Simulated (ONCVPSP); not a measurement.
## Building the ONCV potential for gallium (PBEsol, scalar-relativistic).

gallium (Ga), optimised norm-conserving Vanderbilt (ONCV), made with ONCVPSP 4.0.1 (PBEsol, scalar-relativistic). Core [Ar] 3d10, reference 4s2 4p1. Waves: 4s: rc 1.40 bohr, ncon 3, nbas 8, qcut 5.5 1/bohr, 2 projectors, debl 2.7 Ha; 4p: rc 2.80 bohr, ncon 4, nbas 8, qcut 3.2 1/bohr, 2 projectors, debl 0.6 Ha; d scattering state at 0.05 Ha: rc 2.75 bohr, ncon 4, nbas 8, qcut 3.7 1/bohr, 3 projectors, debl 3.3 Ha. Local part: polynomial inside 0.95 bohr (lpopt 5, dvloc0 2 Ha). Core correction: none.

Poles of the logarithmic derivatives, all-electron (AE) and pseudo (PS). s: poles at no energy (AE) and no energy (PS) Ha. p: poles at 0.5, 3.6 (AE) and 0.5, 2.6, 4.1 (PS) Ha. d: poles at -0.7, 1.5, 4.6 (AE) and 1.4, 4.6 (PS) Ha. Test radii: s 1.42, p 2.84, d 2.79 bohr.

* Cutoffs needed: 9.8 Ha and 51 Ha (the cutoffs (Ha) at which the residual kinetic energy of the hardest occupied pseudo-wave falls to 1 and 0.1 mHa per electron) The cutoffs count occupied waves only; projector 3 of the d channel, the hardest unoccupied one, needs 41 Ha at the loose tolerance.
* Ghost test: ghosts flagged at negative energy: s at -79.4 eV; GHOST(+) flagged for p at 69.2 eV; a true bound ghost makes a file unfit for plane-wave use
* Largest excitation error: -17 meV (all-electron minus pseudo) for 4s1 4p0, out of 4 test configurations
